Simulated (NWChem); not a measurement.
CH4F2OSi; SMILES F[SiH](CO)F

```xyz
9

O      0.2109     2.1795     0.1697
C     -0.5490     1.1486    -0.4624
Si     0.0134    -0.4674     0.3186
F     -0.9881    -1.6279    -0.1708
F      1.4776    -0.8570    -0.2126
H     -0.0135     3.0270    -0.2436
H     -0.3816     1.1110    -1.5514
H     -1.6339     1.2772    -0.3092
H      0.0339    -0.4341     1.7951
```
Atoms are numbered in this order, from 1.

All runs: NWChem. Pople sets run with spherical d functions. Geometry: optimised at B3LYP/6-31G* (spherical d). Level: B3LYP/6-31G* with SMD (1 M gas to 1 M solution), gas-phase geometry. Reactions with the solvent are ignored.

Question: Estimate the computed values for solvent water. Quantities: solvation free energy (kcal/mol); cavity-dispersion-structure term (kcal/mol); dipole in solution (D).

Answer: The solvation free energy (kcal/mol) comes out as -4.6 and the cavity-dispersion-structure term (kcal/mol) is 3.6. The dipole in solution (D) comes out as 3.37.
